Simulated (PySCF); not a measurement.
C₃H₈O₂Si, SMILES O[SiH2][C@@H](C)C=O.

Coordinates come from a B3LYP-D3(BJ)/def2-SVP optimisation. The structure was generated by enumeration; whether it is a known compound was not checked. The values are those of a single conformer.

Vertical ionisation energy (IE) and electron affinity (EA) in eV. Rows of orbital energies are one-electron estimates. Where ΔSCF, EOM or ADC give a negative EA the extra electron is unbound and the value depends on the basis.

| level | IE | EA |
|---|---|---|
| −ε(HOMO), −ε(LUMO), PBE0/def2-TZVP (PySCF) | … | … |
| −ε(HOMO), −ε(LUMO), PBE/def2-TZVP (PySCF) | 5.78 | 2.03 |

Q: Complete the blanks. (An estimate is asked for; the answer gives what the named calculation found.)

A: 
- −ε(HOMO), −ε(LUMO), PBE0/def2-TZVP (PySCF), IE: 7.36
- −ε(HOMO), −ε(LUMO), PBE0/def2-TZVP (PySCF), EA: 0.92
